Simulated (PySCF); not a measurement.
GaF, SMILES [F][Ga] (connectivity only; charge and spin as stated), neutral, multiplicity 1. Atoms are numbered in the order given.

```xyz
2

Ga     0.0000     0.0000    -0.4056
F      0.0000     0.0000     1.3971
```

Geometry: B3LYP-D3(BJ)/def2-TZVPD.

Method: PBE/def2-TZVPD in PySCF.

Mulliken values depend strongly on the basis, most of all with diffuse functions as here. ESP charges are fitted to the potential on shells at 1.4 to 2.0 van der Waals radii. Atomic charges (e):

| atom | IAO | ESP fit | Mulliken |
|---|---|---|---|
| Ga1 | 0.52 | 0.30 | 0.30 |
| F2 | -0.52 | -0.30 | -0.30 |
